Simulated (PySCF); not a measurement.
PySCF job for C₃H₆BNO, SMILES C#CB(N)OC, TDDFT-PBE/def2-SVPD. The structure is a stationary point at PBE0-D3(BJ)/def2-SVP. The structure was generated by enumeration, and PubChem lists no compound with its InChIKey, so it may never have been made. The values are those of a single conformer.

```python
import numpy as np
from pyscf import gto, scf, dft, tdscf

mol = gto.M(
    atom='''
    C     1.13261279   -2.16894163   -0.00000000
    C     0.37855656   -1.21399124    0.00000000
    B    -0.58900947   -0.00100133    0.00000000
    N    -1.97445691   -0.22324530   -0.00000000
    O    -0.13795454    1.28604494   -0.00000000
    C     1.21256566    1.65047671    0.00000000
    H     1.79723056   -3.01415483    0.00000000
    H    -2.38108040   -1.14624496   -0.00000000
    H    -2.63622553    0.54100300    0.00000000
    H     1.43341469    2.25991830   -0.89151444
    H     1.43341470    2.25991830    0.89151443
    H     1.88071801    0.77366131   -0.00000000
    ''',
    basis='def2-SVPD',
    charge=0,
    spin=0,
    symmetry=True,
    max_memory=1600,
    verbose=4,
)
mf = dft.RKS(mol, xc='pbe').density_fit(auxbasis='def2-universal-jkfit')
mf.grids.level = 3
mf.conv_tol = 1e-9
mf.max_cycle = 100
mf.kernel()
mf.grids = dft.Grids(mol).set(level=1).build(with_non0tab=True)  # coarser grid for the response kernel
td = tdscf.TDDFT(mf)
td.singlet = True
td.nstates = 10
td.conv_tol = 1e-4
td.positive_eig_threshold = 1e-6
td.kernel(x0=td.get_init_guess(mf, 15))
td.analyze()
tt = tdscf.TDA(mf)
tt.singlet = False
tt.nstates = 4
tt.conv_tol = 1e-4
tt.positive_eig_threshold = 1e-6
tt.kernel(x0=tt.get_init_guess(mf, 9))
tt.analyze(verbose=3)
```

Output:

```
PySCF version 2.14.0

[INPUT] verbose = 4
[INPUT] num. atoms = 12
[INPUT] num. electrons = 44
[INPUT] charge = 0
[INPUT] spin (= nelec alpha-beta = 2S) = 0
[INPUT] symmetry True subgroup None
[INPUT] Mole.unit = angstrom
[INPUT] Symbol           X                Y                Z      unit          X                Y                Z       unit  Magmom
[INPUT]  1 C      1.132612790000  -2.168941630000   0.000000000000 AA    2.140327978280  -4.098705660868   0.000000000000 Bohr   0.0
[INPUT]  2 C      0.378556560000  -1.213991240000   0.000000000000 AA    0.715368221057  -2.294110961221   0.000000000000 Bohr   0.0
[INPUT]  3 B     -0.589009470000  -0.001001330000   0.000000000000 AA   -1.113066583075  -0.001892239460   0.000000000000 Bohr   0.0
[INPUT]  4 N     -1.974456910000  -0.223245300000   0.000000000000 AA   -3.731182804655  -0.421872475596   0.000000000000 Bohr   0.0
[INPUT]  5 O     -0.137954540000   1.286044940000   0.000000000000 AA   -0.260696298240   2.430272720483   0.000000000000 Bohr   0.0
[INPUT]  6 C      1.212565660000   1.650476710000   0.000000000000 AA    2.291417005452   3.118948956873   0.000000000000 Bohr   0.0
[INPUT]  7 H      1.797230560000  -3.014154830000   0.000000000000 AA    3.396273541099  -5.695927125735   0.000000000000 Bohr   0.0
[INPUT]  8 H     -2.381080400000  -1.146244960000   0.000000000000 AA   -4.499589836570  -2.166089046063   0.000000000000 Bohr   0.0
[INPUT]  9 H     -2.636225530000   0.541003000000   0.000000000000 AA   -4.981744254286   1.022347502568   0.000000000000 Bohr   0.0
[INPUT] 10 H      1.433414690000   2.259918300000  -0.891514440000 AA    2.708761187028   4.270626650893  -1.684718127695 Bohr   0.0
[INPUT] 11 H      1.433414700000   2.259918300000   0.891514430000 AA    2.708761205926   4.270626650893   1.684718108798 Bohr   0.0
[INPUT] 12 H      1.880718010000   0.773661310000   0.000000000000 AA    3.554041956437   1.462007989072   0.000000000000 Bohr   0.0

nuclear repulsion = 199.668123586957
point group symmetry = Cs
symmetry origin: [ 2.14741616e-09 -3.00638248e-09 -4.29483212e-10]
symmetry axis x: [ 1.00000000e+00  3.98258885e-09 -7.91546103e-11]
symmetry axis y: [ 3.98258885e-09 -1.00000000e+00  2.60035062e-10]
symmetry axis z: [7.91546093e-11 2.60035062e-10 1.00000000e+00]
num. orbitals of irrep A' = 118
num. orbitals of irrep A" = 53
number of shells = 73
number of NR pGTOs = 243
number of NR cGTOs = 171
basis = def2-SVPD
ecp = {}


[settings echo left out]
init E= -272.682911013375
HOMO (A") = -0.322276599632725  LUMO (A") = -0.116091421880682  gap/eV = 5.61058
cycle= 1 E= -272.12326701119  delta_E= 0.56  |g|= 0.776  |ddm|= 9.67
HOMO (A") = -0.084712514794934  LUMO (A') = 0.0184117279897253  gap/eV = 2.80615
cycle= 2 E= -271.657220460856  delta_E= 0.466  |g|= 1.64  |ddm|= 2.94
HOMO (A") = -0.214868360948822  LUMO (A") = -0.0285726040590251  gap/eV = 5.06937
cycle= 3 E= -272.225985434803  delta_E= -0.569  |g|= 0.362  |ddm|= 2.04
HOMO (A") = -0.231042644840713  LUMO (A") = -0.043845615392675  gap/eV = 5.09389
cycle= 4 E= -272.254906830015  delta_E= -0.0289  |g|= 0.145  |ddm|= 0.669
HOMO (A") = -0.229010446889309  LUMO (A") = -0.0472225091438592  gap/eV = 4.94670
cycle= 5 E= -272.257916327008  delta_E= -0.00301  |g|= 0.0957  |ddm|= 0.211
HOMO (A") = -0.225558223938754  LUMO (A") = -0.0438005638778333  gap/eV = 4.94588
cycle= 6 E= -272.260063278072  delta_E= -0.00215  |g|= 0.0234  |ddm|= 0.115
HOMO (A") = -0.227060442875764  LUMO (A") = -0.0429153526112949  gap/eV = 5.01084
cycle= 7 E= -272.260191453856  delta_E= -0.000128  |g|= 0.00574  |ddm|= 0.0349
HOMO (A") = -0.226895334071965  LUMO (A") = -0.043236268770281  gap/eV = 4.99762
cycle= 8 E= -272.260199851482  delta_E= -8.4e-06  |g|= 0.001  |ddm|= 0.0112
HOMO (A") = -0.226984662126127  LUMO (A") = -0.0432804103039625  gap/eV = 4.99885
cycle= 9 E= -272.260200101008  delta_E= -2.5e-07  |g|= 0.000267  |ddm|= 0.00216
HOMO (A") = -0.226979321007071  LUMO (A") = -0.0432612553837584  gap/eV = 4.99922
cycle= 10 E= -272.260200119204  delta_E= -1.82e-08  |g|= 4.51e-05  |ddm|= 0.000465
HOMO (A") = -0.226980713970833  LUMO (A") = -0.0432641188257501  gap/eV = 4.99918
cycle= 11 E= -272.260200119376  delta_E= -1.72e-10  |g|= 3.77e-05  |ddm|= 0.000133
HOMO (A") = -0.226981168365308  LUMO (A") = -0.0432632065152594  gap/eV = 4.99922
cycle= 12 E= -272.260200119723  delta_E= -3.47e-10  |g|= 4.3e-06  |ddm|= 6.63e-05
HOMO (A") = -0.22698043660318  LUMO (A") = -0.0432629219693297  gap/eV = 4.99921
Extra cycle  E= -272.260200119715  delta_E= 8.24e-12  |g|= 7.3e-06  |ddm|= 1.83e-05
converged SCF energy = -272.260200119715
tot grids = 45856
Overwritten attributes  positive_eig_threshold  of <class 'pyscf.tdscf.rks.CasidaTDDFT'>


******** <class 'pyscf.tdscf.rks.CasidaTDDFT'> for <class 'pyscf.df.df_jk.DFSymAdaptedRKS'> ********
nstates = 10 singlet
deg_eia_thresh = 1.000e-03
wfnsym = None
conv_tol = 0.0001
eigh lindep = 1e-12
eigh level_shift = 0
eigh max_cycle = 100


Excitation energies (eV)
[5.55119975 5.74388712 5.93481116 6.08760123 6.15406744 6.30077216
 6.58225125 6.71877187 6.73535586 6.82673907]

** Singlet excitation energies and oscillator strengths **
Excited State   1:   A'      5.55120 eV    223.35 nm  f=0.0893
      21 -> 23       -0.11263
      22 -> 23        0.68484
Excited State   2:   A"      5.74389 eV    215.85 nm  f=0.0000
      20 -> 23        0.70212
Excited State   3:   A"      5.93481 eV    208.91 nm  f=0.0029
      22 -> 24       -0.70161
Excited State   4:   A"      6.08760 eV    203.67 nm  f=0.0133
      22 -> 25        0.70252
Excited State   5:   A'      6.15407 eV    201.47 nm  f=0.0615
      20 -> 24        0.34040
      21 -> 23       -0.60522
Excited State   6:   A"      6.30077 eV    196.78 nm  f=0.0002
      19 -> 23        0.70474
Excited State   7:   A"      6.58225 eV    188.36 nm  f=0.0011
      21 -> 24       -0.68864
      21 -> 25       -0.14928
Excited State   8:   A"      6.71877 eV    184.53 nm  f=0.0063
      21 -> 24        0.14681
      21 -> 25       -0.69056
Excited State   9:   A'      6.73536 eV    184.08 nm  f=0.0315
      20 -> 24        0.25357
      20 -> 25        0.65728
Excited State  10:   A"      6.82674 eV    181.62 nm  f=0.0000
      22 -> 26        0.70594

** Transition electric dipole moments (AU) **
state          X           Y           Z        Dip. S.      Osc.
  1         0.7808      0.2176     -0.0000      0.6570      0.0893
  2        -0.0000     -0.0000     -0.0068      0.0000      0.0000
  3        -0.0000     -0.0000      0.1423      0.0203      0.0029
  4         0.0000      0.0000     -0.2983      0.0890      0.0133
  5        -0.3289      0.5478     -0.0000      0.4082      0.0615
  6         0.0000      0.0000      0.0397      0.0016      0.0002
  7         0.0000      0.0000     -0.0831      0.0069      0.0011
  8        -0.0000      0.0000     -0.1961      0.0384      0.0063
  9         0.4070      0.1596     -0.0000      0.1911      0.0315
 10        -0.0000     -0.0000      0.0039      0.0000      0.0000

** Transition velocity dipole moments (imaginary part, AU) **
state          X           Y           Z        Dip. S.      Osc.
  1         0.1588      0.0439     -0.0000      0.0271      0.0887
  2        -0.0000      0.0000     -0.0011      0.0000      0.0000
  3         0.0000      0.0000      0.0374      0.0014      0.0043
  4         0.0000     -0.0000     -0.0797      0.0064      0.0189
  5        -0.0738      0.1229     -0.0000      0.0205      0.0606
  6        -0.0000     -0.0000      0.0116      0.0001      0.0004
  7        -0.0000     -0.0000     -0.0251      0.0006      0.0017
  8         0.0000     -0.0000     -0.0578      0.0033      0.0090
  9         0.1049      0.0435     -0.0000      0.0129      0.0347
 10         0.0000      0.0000      0.0034      0.0000      0.0000

** Transition magnetic dipole moments (imaginary part, AU) **
state          X           Y           Z
  1         0.0000      0.0000      0.0012
  2        -0.1650      0.2007     -0.0000
  3        -0.0250     -0.2093      0.0000
  4        -0.0029      0.3191      0.0000
  5         0.0000      0.0000      0.1995
  6        -0.4079     -0.2607     -0.0000
  7        -0.1893     -0.1188     -0.0000
  8        -0.2477     -0.4301      0.0000
  9        -0.0000      0.0000     -0.5964
 10         0.2783     -0.3379      0.0000
Overwritten attributes  positive_eig_threshold  of <class 'pyscf.tdscf.rks.TDA'>


******** <class 'pyscf.tdscf.rks.TDA'> for <class 'pyscf.df.df_jk.DFSymAdaptedRKS'> ********
nstates = 4 triplet
deg_eia_thresh = 1.000e-03
wfnsym = None
conv_tol = 0.0001
eigh lindep = 1e-12
eigh level_shift = 0
eigh max_cycle = 100


Excitation energies (eV)
[4.64432137 4.94627796 5.23442888 5.58177568]

** Triplet excitation energies and oscillator strengths **
Excited State   1:   A'      4.64432 eV    266.96 nm  f=0.0000
Excited State   2:   A'      4.94628 eV    250.66 nm  f=0.0000
Excited State   3:   A"      5.23443 eV    236.86 nm  f=0.0000
Excited State   4:   A'      5.58178 eV    222.12 nm  f=0.0000
```

The run converged.
